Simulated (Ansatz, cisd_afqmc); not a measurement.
Species: C$_{4}$H$_{9}$Cl, charge 0, singlet. C4H9Cl (2-chloro-2-methylpropane, SMILES CC(C)(C)Cl).
B3LYP-D3(BJ)/def2-TZVP minimum from Ansatz (a quantum-chemistry and plane-wave program):
```
C
C 1 1.5212
H 2 1.0895 1 111.01
H 2 1.0895 3 108.57 1 -122.28
H 2 1.0932 3 108.45 4 -117.64
C 1 1.5212 2 111.73 3 -177.43
H 6 1.0895 1 111.01 2 56.57
H 6 1.0895 7 108.57 1 -122.28
H 6 1.0932 7 108.45 8 -117.64
C 1 1.5212 2 111.73 3 56.57
H 10 1.0895 1 111.01 2 -177.43
H 10 1.0895 11 108.57 1 -122.28
H 10 1.0932 11 108.45 12 -117.64
Cl 1 1.8488 2 107.11 3 -60.43
```
Charge 0, spin multiplicity 1.

Total energies in cc-pV(T+d)Z, 32 correlated electrons, 9 frozen orbitals. Radicals and triplets start from unrestricted determinants; spin-orbit coupling is neglected. Correlated methods leave the cores frozen. No relativity. The Monte Carlo rows (phaseless AFQMC, CISD trial, step 0.005/hartree) carry one-sigma bars that omit the constraint's bias. Outlying blocks are dropped, and bars are widened where a walk drifts. Over all cases where full CI ran beside it in this data, AFQMC minus full CI had a median of +0.1 mEh and passed +0.4 mEh in a tenth of the cases.

```
method         program         energy (Eh)  minus AFQMC/CISD (mEh)
----------  ----------  ------------------  ----------------------
HF              Ansatz          -616.29972            1002.6 ± 0.6
MP2             Ansatz          -617.20233             100.0 ± 0.6
CCSD            Ansatz          -617.26059              41.8 ± 0.6
CCSD(T)         Ansatz          -617.30007               2.3 ± 0.6
AFQMC/CISD  cisd_afqmc  -617.3023 ± 0.0006                     0.0
```
